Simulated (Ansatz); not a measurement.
Geometry optimisation, DFT PBE-D3(BJ), scalar-relativistic, plane waves, PAW in Ansatz 0.2.0.

Input file:

```yaml
crystal:
  lattice:
    - [8.862095, 0.0, 0.0]
    - [0.0, 8.862095, 0.0]
    - [0.0, 0.0, 8.862095]
  atoms:
    - { symbol: O, position: [0.6382677, 0.0220041, 0.9596707] }
    - { symbol: C, position: [0.6806583, 0.1412497, 0.9308134] }
    - { symbol: O, position: [0.7549019, 0.9281342, 0.5247775] }
    - { symbol: C, position: [0.8607788, 0.9934869, 0.5617682] }
    - { symbol: O, position: [0.7834842, 0.5424934, 0.1959543] }
    - { symbol: C, position: [0.6984874, 0.4664053, 0.134024] }
    - { symbol: O, position: [0.8460881, 0.6992227, 0.8341967] }
    - { symbol: C, position: [0.9297071, 0.7824992, 0.7801403] }
    - { symbol: O, position: [0.4230993, 0.0286315, 0.5891705] }
    - { symbol: C, position: [0.3016325, -0.0145111, 0.6044597] }
    - { symbol: O, position: [0.1562773, 0.4430064, 0.8253591] }
    - { symbol: C, position: [0.1211681, 0.4909649, 0.7099618] }
    - { symbol: O, position: [0.059838, 0.2137745, 0.3293851] }
    - { symbol: C, position: [0.1304341, 0.2183247, 0.2205518] }
    - { symbol: O, position: [0.4183246, 0.8049498, 0.912775] }
    - { symbol: C, position: [0.2982229, 0.854192, 0.9128455] }
    - { symbol: O, position: [0.688245, 0.2472186, 0.3185853] }
    - { symbol: C, position: [0.5589118, 0.2408919, 0.3276462] }
    - { symbol: O, position: [0.4809523, 0.6575451, 0.4695639] }
    - { symbol: C, position: [0.44195, 0.7219178, 0.3638086] }
    - { symbol: O, position: [0.4236331, 0.4663017, 0.0401908] }
    - { symbol: C, position: [0.3089295, 0.5246626, 0.0571113] }
    - { symbol: O, position: [0.6811035, 0.8154589, 0.2167011] }
    - { symbol: C, position: [0.6763666, 0.7773354, 0.0927117] }
basis:
  ecutwfc: 420.0
kpoints:
  mp_grid: { grid: [1, 1, 1] }
hamiltonian:
  xc: pbe
  dispersion: d3bj
scf:
  occupations: { method: fermi_dirac, width: 0.05 }
  lower_state_search: "off"
relax:
  f_tol: 0.3
  max_steps: 15
  adjacent_minimum: "off"
```

Run as:

```bash
$ ansatz run input.yaml --threads 1 --pin off --max-ram 3072MiB --backend cpu --events-out ev --progress --plain --runs-dir out
```

Question: Where does it end, and by what steps?

Answer: It converged. The threshold is loose, so the end isn't yet a minimum. The force dipped under the threshold on the way, but the program's further checks kept it going. Limits of this set-up: coarse k mesh. After 13 steps the energy has fallen by 1.676 eV; C6 moved furthest, 1.47 Å.

```
step  energy less start (eV)  largest force component (eV/Å)  accepted
   0                  0.0000                           1.950       yes
   1                 -0.6825                           1.757       yes
   2                 -1.0471                           1.275       yes
   3                 -1.2701                           0.855       yes
   4                 -1.4135                           0.479       yes
   5                 -1.5084                           0.455       yes
   6                 -1.5591                           0.931       yes
   7                 -1.5690                           1.384       yes
   8                 -1.6524                           0.197       yes
   9                 -1.6524                           0.198       yes
  10                 -1.6448                           1.350        no
  11                 -1.6669                           0.305       yes
  12                 -1.6667                           0.846        no
  13                 -1.6761                           0.201       yes
```

```xyz
24
Lattice="8.8621 0.0000 0.0000 0.0000 8.8621 0.0000 0.0000 0.0000 8.8621" Properties=species:S:1:pos:R:3
O 5.347 1.417 8.294
C 5.721 2.059 7.434
O 7.073 8.549 4.968
C 7.846 9.292 5.343
O 7.985 4.828 1.886
C 7.654 3.989 1.194
O 7.442 5.599 7.011
C 8.470 6.078 6.954
O 3.325 0.377 5.442
C 2.448 -0.270 5.126
O 1.554 2.989 6.560
C 1.296 3.480 5.569
O 0.710 1.532 2.623
C 1.393 1.603 1.716
O 2.853 7.714 8.408
C 1.852 7.790 8.943
O 5.714 2.209 3.183
C 4.584 2.283 3.096
O 4.089 5.385 4.505
C 3.687 5.920 3.587
O 3.794 4.256 0.292
C 2.694 4.430 0.520
O 5.904 7.972 1.950
C 6.115 7.450 0.964
```

The run took 40 s on 1 thread of AMD EPYC 7B13 (Zen 3) (shared host), peak memory 0.6 GiB.
